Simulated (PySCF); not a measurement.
Computed shifts of a molecule C₄H₄ClF, PBE/pcSseg-1 (PySCF), GIAO, gas phase, atoms alike by connectivity averaged where their shifts nearly agree, in ppm (number of nuclei): ¹³C: 170.6 (1), 146.3 (1), 120.5 (1), 100.4 (1). ¹⁹F: -126.4 (1). ¹H: 6.31 (1), 5.88 (1), 5.59 (1), 5.35 (1). References: ¹³C against TMS (σ = 182.0 ppm); ¹⁹F against CFCl3 (σ = 133.6 ppm); ³⁵Cl against HCl (σ = 936.5 ppm); ¹H against TMS (σ = 31.49 ppm), references at their B3LYP-D3(BJ)/def2-TZVP geometries, non-relativistic (without spin–orbit terms, shifts of atoms bonded to Cl or Br come out too high). The structure is a stationary point at r2SCAN-D4/def2-SVP. One conformer was computed; it need not be the lowest.

Problem. Which structure fits?
(A) F[C@@H]1CC=C1Cl
(B) C=C(F)C(=C)Cl
(C) C=C/C(F)=C/Cl
(D) C=C=C[C@H](F)Cl

Solution. B, C=C(F)C(=C)Cl
